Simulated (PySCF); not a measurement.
C₂H₉NOSi.
Bonds: C1–O2, O2–C3, C3–Si4, Si4–N5. Hydrogens: H6, H7, H8 on C1; H9, H10 on C3; H11, H12 on Si4; H13, H14 on N5.

Theory: PySCF 2.14.0, PBE0-D3(BJ)/def2-SVP geometry optimisation, gas phase.

Q: Give the optimised bond lengths and angles.

A: 
```csv
bond,length (pm),order
C1–O2,139.4,single
O2–C3,140.6,single
C3–Si4,189.2,single
Si4–N5,173.2,single
"C1–H6, C1–H7, C1–H8",110.5,single
"C3–H9, C3–H10",111.1,single
"Si4–H11, Si4–H12",149.9,single
"N5–H13, N5–H14",101.5,single
```

Bonds in one row agree within 1 pm and their mean is given. Orders are formal, as drawn. A selection of angles:
```csv
angle,degrees
O2–C1–H6,108.1
O2–C1–H7,111.9
H6–C1–H7,108.6
H7–C1–H8,107.8
C1–O2–C3,113.8
O2–C3–Si4,106.5
O2–C3–H9,111.6
Si4–C3–H9,111.5
Si4–C3–H10,109.7
H9–C3–H10,106.6
C3–Si4–N5,104.7
C3–Si4–H11,108.4
C3–Si4–H12,110.4
N5–Si4–H11,116.2
N5–Si4–H12,109.8
H11–Si4–H12,107.2
Si4–N5–H13,114.4
Si4–N5–H14,120.2
H13–N5–H14,110.4
```

Dihedral angles: C1–O2–C3–Si4 178° (antiperiplanar); O2–C3–Si4–N5 -55° (synclinal). The mirror-image conformer, all signs reversed, is as good.

N5 (silicon-bound nitrogen) is pyramidal (angles 120.2°, 114.4° and 110.4°, sum 345.0°, 0.27 Å off the plane of its three neighbours). Si4 (SiH2 silicon) is distorted tetrahedral (angles from 104.7° to 116.2°). Of the pairs four or more bonds apart, O2···H13 is among the closest relative to their van der Waals radii: 2.67 Å, 98 % of the sum of Bondi's values.

Point group: C1 (no symmetry element, even within 0.4 Å). Stationary, but not proved a minimum. The numbers are those of one conformer (C1–O2–C3–Si4 178°, O2–C3–Si4–N5 -55°, C3–Si4–N5–H 43° and 178°).
